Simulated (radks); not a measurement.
Question: Species: K. Configuration: [Ar] 4s1 (the NIST ground configuration). All-electron calculation, non-relativistic Kohn-Sham, LDA (Slater exchange, Perdew-Wang correlation), spin-polarised, spherical densities, point nucleus; open shells are filled with parallel spins first. Program: a radial shooting solver on a logarithmic mesh with Libxc functionals. Some entries of the table are withheld. Estimate them.

orbital  occ.  eigenvalue (eV)  <1/r> (bohr^-1)
1s up       1        -3494.271            18.50
1s down     1        -3494.255            18.50
2s up       1        -349.2866            3.753
2s down     1        -349.2698            3.753
2p up       3        -279.7567              (1)
2p down     3        -279.7413              (2)
3s up       1         -34.8216              (3)
3s down     1         -34.7766              (4)
3p up       3              (5)           0.9549
3p down     3              (6)           0.9576
4s up       1          -2.6163           0.2647
4s down     0          -1.9835           0.2571

Answer: 
(1) 2p up <1/r> (bohr^-1): 3.685
(2) 2p down <1/r> (bohr^-1): 3.685
(3) 3s up <1/r> (bohr^-1): 1.094
(4) 3s down <1/r> (bohr^-1): 1.095
(5) 3p up eigenvalue (eV): -18.8319
(6) 3p down eigenvalue (eV): -18.7609
